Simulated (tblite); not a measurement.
Compound: C4H6BrFSi.
SMILES with atom numbers: `[CH:1]#[C:2][Si@H:3]([CH2:4][F:5])[CH2:6][Br:7]` (hydrogens: H8 on C1; H9 on Si3; H10, H11 on C4; H12, H13 on C6)

Computed with GFN2-xTB (tblite), gas phase: L-BFGS steps from a force-field or distance-geometry start until the largest atomic force falls under 0.01 eV/Å.

Step 58: E = -600.5653 eV
```
atom  x, y, z in Å  |  force x, y, z in eV/Å
C1      1.1543   -0.5734    2.5316    0.023   0.009  -0.059
C2      0.5162   -0.2141    1.5767   -0.041  -0.004   0.029
Si3    -0.5122    0.2666    0.1201   -0.016   0.035  -0.021
C4     -0.9275   -1.3424   -0.8414   -0.053  -0.013   0.038
F5     -1.8168   -2.0927   -0.0997   -0.007   0.013   0.015
C6      0.5749    1.3691   -1.0108    0.025  -0.056   0.031
Br7     0.7664    3.1419   -0.2077    0.000  -0.007   0.019
H8      1.7362   -0.8890    3.3482    0.010   0.012   0.055
H9     -1.7557    0.9516    0.4795    0.042   0.022   0.014
H10    -0.0551   -1.9818   -0.9963   -0.012   0.019  -0.093
H11    -1.4222   -1.1536   -1.7985    0.082  -0.045  -0.011
H12     0.1492    1.5341   -1.9977    0.005  -0.008   0.006
H13     1.5879    0.9841   -1.1219   -0.059   0.022  -0.021
```

Step 59: E = -600.5663 eV
```
atom  x, y, z in Å  |  force x, y, z in eV/Å
C1      1.1533   -0.5706    2.5327    0.071  -0.019  -0.001
C2      0.5160   -0.2113    1.5777   -0.057  -0.003   0.000
Si3    -0.5106    0.2671    0.1181   -0.016  -0.018   0.012
C4     -0.9271   -1.3428   -0.8430   -0.043   0.001   0.027
F5     -1.8185   -2.0875   -0.0994   -0.017  -0.009   0.026
C6      0.5758    1.3679   -1.0094    0.010  -0.026   0.001
Br7     0.7632    3.1385   -0.2008    0.012  -0.010   0.011
H8      1.7374   -0.8881    3.3491   -0.027   0.034   0.011
H9     -1.7511    0.9542    0.4803    0.023   0.024   0.012
H10    -0.0571   -1.9848   -0.9993    0.001   0.015  -0.068
H11    -1.4199   -1.1589   -1.8017    0.066  -0.019  -0.015
H12     0.1471    1.5330   -1.9945   -0.005   0.010  -0.012
H13     1.5871    0.9837   -1.1276   -0.019   0.018  -0.003
```

Problem. Estimate the geometry and energy of step 60. (The exact step hangs on the optimiser's Hessian estimate; all steps are aligned on step 59, rigid shifts and turns removed.)

Solution. E = -600.5669 eV, largest force 0.071 eV/Å
```
atom  x, y, z in Å  |  force x, y, z in eV/Å
C1      1.1547   -0.5687    2.5326    0.068  -0.021   0.004
C2      0.5159   -0.2099    1.5784   -0.046  -0.013   0.006
Si3    -0.5095    0.2661    0.1168   -0.009  -0.037   0.022
C4     -0.9276   -1.3444   -0.8435   -0.018  -0.014   0.021
F5     -1.8244   -2.0833   -0.0999    0.002  -0.006   0.006
C6      0.5758    1.3676   -1.0088   -0.009   0.002  -0.030
Br7     0.7639    3.1363   -0.1942    0.018  -0.022   0.005
H8      1.7375   -0.8858    3.3509   -0.036   0.042  -0.007
H9     -1.7480    0.9543    0.4808    0.008   0.028   0.012
H10    -0.0584   -1.9894   -0.9982   -0.020   0.024  -0.039
H11    -1.4140   -1.1633   -1.8059    0.045  -0.007  -0.007
H12     0.1440    1.5370   -1.9922   -0.008   0.011  -0.004
H13     1.5856    0.9840   -1.1347    0.005   0.014   0.011
```

The energy changes by -0.0006 eV. The first-order estimate −F·Δx gives -0.0009 eV and the mean of the old and new forces, exact on a quadratic surface, -0.0006 eV. The step makes an angle of 73° with the force vector and moves no atom by more than 0.008 Å.

What follows is the cost of the whole relaxation. Hardware: an Arm Neoverse V1 with one thread, shared host with 32 logical CPUs at a one-minute load of 50. Cost: 0.73 s.
